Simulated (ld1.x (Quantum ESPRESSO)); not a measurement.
What one change does to a pseudopotential (Ni, ultrasoft)

- Element: nickel (Ni)
- Generator: ld1.x (Quantum ESPRESSO) 7.5
- Type: ultrasoft
- Functional: PBEsol
- Relativity: scalar-relativistic
- Frozen core: [Ar]
- Valence charge: 10
- Reference configuration: 3d8 4s2 4p0
- Partial waves: 4s (bound): rcut 1.80, rcutus 2.25 bohr; 4s channel at 1.65 Ry: rcut 1.80, rcutus 2.25 bohr; 4p (bound, empty): rcut 1.95, rcutus 2.45 bohr; 4p channel at 1.5 Ry: rcut 1.95, rcutus 2.45 bohr; 3d (bound): rcut 0.85, rcutus 0.95 bohr; 3d channel at -0.05 Ry: rcut 0.85, rcutus 0.95 bohr
- Local potential: all-electron potential smoothed inside 2.15 bohr (lloc = -1)
- Core correction: Bessel-smoothed model core inside 0.85 bohr
- Augmentation charge: PSQ, inside the norm-conserving radii

Change: type TM; waves now 4s (bound): rc 2.25 bohr; 3d (bound): rc 0.95 bohr; 4p (bound): rc 2.45 bohr; local potential the p channel.

Cutoffs: the cutoffs (Ry, on a coarse ladder) from which the occupation-weighted sum of valence levels, in a spherical-Bessel basis at the reference potential, stays within 10 and 1 mRy of its value at 400 Ry; they do not see the model core or the augmentation charge, which bear on the density cutoff. Errors are all-electron minus pseudo energies relative to the spin-unpolarised reference configuration.

What does the change do?

A bound ghost appears in s, which as a rule spoils a file; of the 7 tests that both files solve, the error grows in 7 and shrinks in 0 by more than 15 % and 0.3 meV (median size 34.6 → 101.7 meV); the range in which the s phases agree narrows (upper end 4.0 → 1.8); the range in which the p phases agree narrows (upper end 4.5 → 3.3). Several settings change at once here, so the effects cannot be laid on one of them.

| quantity | base | changed |
| --- | --- | --- |
| cutoff, loose | 160 Ry | 230 Ry |
| cutoff, tight | 230 Ry | over 300 Ry |
| loose cutoff by channel (10 mRy a level) | s 6 Ry, d 110 Ry | s 8 Ry, d 200 Ry |
| bound ghosts | none | s |
| error for 3d8 4s1 4p0, meV [ΔE 9.34 eV] | -5.7 | -20 |
| error for 3d8 4s0 4p0, meV [ΔE 26.60 eV] | -35 | -63 |
| error for 3d7 4s0 4p0, meV [ΔE 64.03 eV] | -184 | -580 |
| error for 3d7 4s2 4p0, meV [ΔE 16.15 eV] | -180 | -702 |
| error for 3d8.5 4s1.5 4p0, meV [ΔE -1.19 eV] | -27 | -102 |
| error for 3d8 4s1.5 4p0, meV [ΔE 3.73 eV] | -1.3 | -4.8 |
| error for 3d9 4s1 4p0, meV [ΔE -1.61 eV] | -86 | -336 |
| s: phases at 2.65 bohr within 0.05 rad from the reference energy up to (Ry; the scan ends near 5) | 4.0 | 1.8 |
| p: phases at 2.65 bohr within 0.05 rad from the reference energy up to (Ry; the scan ends near 5) | 4.5 | 3.3 |
| d: phases at 2.65 bohr within 0.05 rad from the reference energy up to (Ry; the scan ends near 5) | to the end of the scan | 0.4 |

 A true bound ghost makes a file unfit for plane-wave use even where its test errors are small: the radial tests pick states by their node count and pass the ghost by.
